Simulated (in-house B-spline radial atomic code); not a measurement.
Te⁺. Computed with a B-spline radial atomic code. Model: non-relativistic spherical atom: semilocal Troullier-Martins pseudo-atom, one channel per l, against all electrons, high spin, G0W0 and RPA with empty states to l = 8, local potential for every l without a channel, a model core (radius 0 = none) keeps its share of the functional.

Without relativity these are model numbers for so heavy an element.

What the tables leave out is listed at the end.

The pseudopotential gives back the lowest level of each angular momentum of its own functional in the configuration it was made in; a second state of the same l is only approximately right. Exact exchange, RPA and GW see the smooth pseudo-orbitals and miss the exchange with the core, for which the functional's share stands in. The column with an uncorrelated core keeps all orbitals and exact exchange, and so separates missing core correlation from pseudisation. Only the three outermost levels and the lowest empty one were computed. RPA here is direct RPA, with no exchange kernel, and its energies carry an (l + 1/2)⁻⁴ tail. A hybrid on a potential with a model core restores only its own semilocal share of the core's exchange.

Command:
```bash
python run_psgw.py task.json out
```
Settings (lengths in bohr, energies in hartree):
```
Z                      52
electrons              51
configuration          [Kr] 4d10 5s2 5p3
generated_in           [Kr] 4d10 5s2 5p3
functional             lda,vwn
core_shells            7
radius_factor          1.15
core_correction        False
```

Time taken, with all properties: 39 s on 1 thread of Intel(R) Xeon(R) Platinum 8259CL CPU @ 2.50GHz (Skylake/Cascade Lake) (shared host).

Given: made with LDA VWN5; model core radius 0 bohr; local radius 1.053 bohr; mean-field start LDA VWN5.

Valence shells of the generating configuration: 4p, 4d, 5s, 5p.

Channel: s 2.122, p 0.864, d 0.934 (radii in bohr).

Computed: largest level miss in the spin-unpolarised generating configuration 0.112 eV; valence RPA correlation energy all-electron orbitals -1.3308 hartree; valence RPA correlation energy pseudo -1.4637 hartree; pseudo-atom RPA polarisability 19.5 bohr³.

```json
{"level": "5p up", "occupied": "1", "mean-field all-electron (eV)": "-14.597", "mean-field pseudo minus all (eV)": "-0.116", "G0W0 all-electron (eV)": "-18.842", "G0W0 uncorrelated core minus all (eV)": "0.021", "G0W0 pseudo minus all (eV)": "-0.019", "exchange self-energy all-electron (eV)": "-17.545", "exchange self-energy pseudo (eV)": "-16.32"}
{"level": "5s down", "occupied": "1", "mean-field all-electron (eV)": "-21.232", "mean-field pseudo minus all (eV)": "0.003", "G0W0 all-electron (eV)": "-25.112", "G0W0 uncorrelated core minus all (eV)": "-0.023", "G0W0 pseudo minus all (eV)": "-1.419", "exchange self-energy all-electron (eV)": "-16.427", "exchange self-energy pseudo (eV)": "-16.71"}
{"level": "5p down (empty)", "occupied": "0", "mean-field all-electron (eV)": "-12.712", "mean-field pseudo minus all (eV)": "-0.106", "G0W0 all-electron (eV)": "-9.2706", "G0W0 uncorrelated core minus all (eV)": "0.022", "G0W0 pseudo minus all (eV)": "0.056", "exchange self-energy all-electron (eV)": "-5.3613", "exchange self-energy pseudo (eV)": "-4.0885"}
```

Task: What is the all-electron RPA polarisability, core included?

Result: 19.8 bohr³.

Given: mean-field start PBE0.

Computed: valence RPA correlation energy pseudo -1.4054 hartree; all-electron RPA polarisability, core included 17.773 bohr³; pseudo-atom RPA polarisability 17.574 bohr³.

```csv
level,occupied,mean-field all-electron (eV),mean-field pseudo minus all (eV),G0W0 all-electron (eV),G0W0 uncorrelated core minus all (eV),G0W0 pseudo minus all (eV),exchange self-energy all-electron (eV),exchange self-energy pseudo (eV)
5p up,1,-15.79,0.003,-19.017,0.021,0.081,-17.432,-16.201
5s down,1,-21.711,-0.57,-25.107,-0.018,-1.574,-16.167,-17.216
5p down (empty),0,-11.207,0.029,-9.0768,0.021,0.135,-5.0398,-3.8488
```

Task: What is the valence RPA correlation energy all-electron orbitals?

Result: -1.2668 hartree.

Given: mean-field start Hartree-Fock.

Computed: valence RPA correlation energy all-electron orbitals -1.1186 hartree; all-electron RPA polarisability, core included 14.222 bohr³; pseudo-atom RPA polarisability 14.267 bohr³.

```
          level  occupied  mean-field all-electron (eV)  mean-field pseudo minus all (eV)  G0W0 all-electron (eV)  G0W0 uncorrelated core minus all (eV)  G0W0 pseudo minus all (eV)  exchange self-energy all-electron (eV)  exchange self-energy pseudo (eV)
          5p up         1                        -18.78                             0.486                 -19.337                                  0.021                       0.347                                 -17.178                           -15.782
        5s down         1                       -23.167                            -2.988                 -25.111                                  -0.01                       -1.92                                 -15.584                           -19.255
          5s up         ?                             ?                                 ?                       ?                                      ?                           ?                                       ?                                 ?
5p down (empty)         0                       -7.1578                             0.416                 -8.7821                                  0.016                       0.356                                 -3.9792                            -2.913
```

Task: What belongs in the row 5s up?

Result: occupied: 1; mean-field all-electron (eV): -30.34; mean-field pseudo minus all (eV): -1.812; G0W0 all-electron (eV): -28.674; G0W0 uncorrelated core minus all (eV): -0.016; G0W0 pseudo minus all (eV): -1.442; exchange self-energy all-electron (eV): -22.627; exchange self-energy pseudo (eV): -24.079.

Task: What is the valence RPA correlation energy pseudo?

Result: -1.2619 hartree.

Among the listed levels the largest G0W0 shift of the pseudo-atom is -1.92 eV, for 5s down on the Hartree-Fock start, while leaving the core uncorrelated moves that level by -0.01 eV. So pseudisation and the lost core exchange, not the missing core correlation, make the error. Not in the tables (levels of low weight, unsolved or above zero; the highest and the empty levels are kept at any weight): on LDA the G0W0 levels 5s up (pseudo minus all -0.49 eV, weights 0.18 and 0.22); on PBE0 the G0W0 levels 5s up (pseudo minus all -1.83 eV, weights 0.17 and 0.36).
